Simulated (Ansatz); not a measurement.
Basis-set extrapolation for C$_{2}$H$_{4}$F$_{2}$OSi (`O/C(=C\F)[SiH2]F`) (PBE0-D4/def2-TZVP geometry, frozen core, the Gaussian-basis code of Ansatz). Multiplicity 1, RHF reference.

|  | def2-TZVPP | def2-QZVPP |
| --- | --- | --- |
| HF | -640.936588 | -640.962137 |
| MP2 correlation | -1.166956 | -1.265491 |
| CCSD(T) correlation | -1.237845 | not run |

Energies in hartree. Use E(X) = E(∞) + A·exp(−7.88·√X) for Hartree–Fock and E(X) = E(∞) + B·X^(−2.97) for correlation, with X = 3 and 4, and add CCSD(T) minus MP2 of the smaller set to the MP2 limit.

Problem. What is the CCSD(T) energy at the basis-set limit?

Solution. HF limit: -640.962137 + (-0.025549) × 0.13774 = -640.96566. MP2 limit: -1.265491 + (-0.098535) × 0.74074 = -1.33848. Higher-order term: -1.237845 − (-1.166956) = -0.07089. Total: -642.37503 hartree, 125.9 kcal/mol below CCSD(T)/def2-TZVPP.
